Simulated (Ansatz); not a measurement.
Species: 2-bromoselenophene, C4H3BrSe, charge 0, multiplicity 1. 
Coordinates optimised at B3LYP-D3(BJ)/def2-TZVP (Ansatz, an electronic-structure program):
```xyz
9

Br     1.9902    -0.1937    -0.2145
C      0.1268    -0.4308    -0.0992
C     -0.5461    -1.5961    -0.2781
C     -1.9623    -1.4809    -0.1301
C     -2.4198    -0.2374     0.1642
Se    -1.0217     1.0010     0.2943
H     -0.0468    -2.5254    -0.5118
H     -2.6230    -2.3295    -0.2454
H     -3.4411     0.0705     0.3168
```

Basis-set convergence of Hartree-Fock and CCSD(T) correlation energies (hartree) with Ansatz. Valence correlation only, unless marked. No spin-orbit coupling. The frozen core is the preceding noble-gas configuration, with the filled d and f shells of earlier blocks. No relativistic terms.

The Hartree-Fock reference is unstable (checked in the largest basis), which strains HF and MP2. 

```tsv
basis	functions	E(HF)	E(corr, CCSD(T))
aug-cc-pVDZ	191	-5125.39851	-0.86894
aug-cc-pVTZ	371	-5125.58392	-1.05030
aug-cc-pVQZ	644	-5125.59848	-1.10539
```

Extrapolating the two largest sets (X = 3 and 4) as X^-3: E(corr) = (64·(-1.10539) - 27·(-1.05030))/37 = -1.1456 Eh, an estimate of the basis-set limit. The largest set recovers 96.5 % of it, the smallest 75.9 %.
